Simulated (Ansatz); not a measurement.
CH6BBr, singlet: at the end structure of a reaction step.

Input (in.yaml):

```yaml
crystal:
  periodic: [false, false, false]
  atoms:
    - {symbol: B, position_ang: [-0.421919, -0.746658, 0.396136]}
    - {symbol: Br, position_ang: [0.616850, -1.011830, -2.149483]}
    - {symbol: H, position_ang: [-1.514620, -1.036731, -0.002772]}
    - {symbol: H, position_ang: [0.283721, -1.630905, 0.792921]}
    - {symbol: H, position_ang: [1.091582, 0.326506, -2.223983]}
    - {symbol: C, position_ang: [-0.060338, 0.743980, 0.692026]}
    - {symbol: H, position_ang: [-0.555537, 1.474024, 0.047731]}
    - {symbol: H, position_ang: [-0.449663, 0.924839, 1.707024]}
    - {symbol: H, position_ang: [1.010025, 0.956776, 0.740400]}
basis:
  gaussian: {orbitals: def2-TZVPP}
hamiltonian: {xc: pbe, dispersion: d4}
```

Run by:

```bash
ansatz run in.yaml --threads 4 --pin off --events-out ev --progress --plain --max-ram 9574MiB
```

Output of Ansatz 0.2.0:

```
Functional definition: PBE
  name "PBE"
  cite "Perdew, Burke & Ernzerhof, Phys. Rev. Lett. 77, 3865 (1996) doi:10.1103/PhysRevLett.77.3865"
  parent pbe
  parameter kappa = 0.804
  parameter beta = 0.06672455060314922
  exchange = pbe_x(kappa = kappa, mu = beta*pi^2/3)
  correlation = pbe_c(beta = beta)
1079 factors; their error is unknown
mean field evaluation 1: about -71832.1833 eV, gradient 6.8e1 eV
mean field evaluation 2: about -71762.2538 eV, gradient 1.2e2 eV
mean field evaluation 4: about -71843.5519 eV, gradient 1.5e1 eV
mean field evaluation 8: about -71844.0754 eV, gradient 1.0e-1 eV
mean field evaluation 16: about -71844.0380 eV, gradient 1.6e-4 eV
mean field -71844.03801306 eV, -2640.2196993418 hartree, gradient 3.4e-5 eV, S^2 0.000000; 0 other end points of the search recorded, 0 dependent functions left out
reference -71844.03805479 eV, -2640.2197008756 hartree; 26, 26 occupied and 168, 168 virtual orbitals, 1079 factors
Total energy: -71844.17011836 eV, -2640.2245541220 hartree
```

The lines “mean field evaluation” count trial sets of orbitals through the whole run, from several starts and some on an approximate energy, so they need not fall steadily or lie above the final value.

Hardware: 4 CPU threads of an Intel Xeon, shared host. Wall time about 2.2 s.
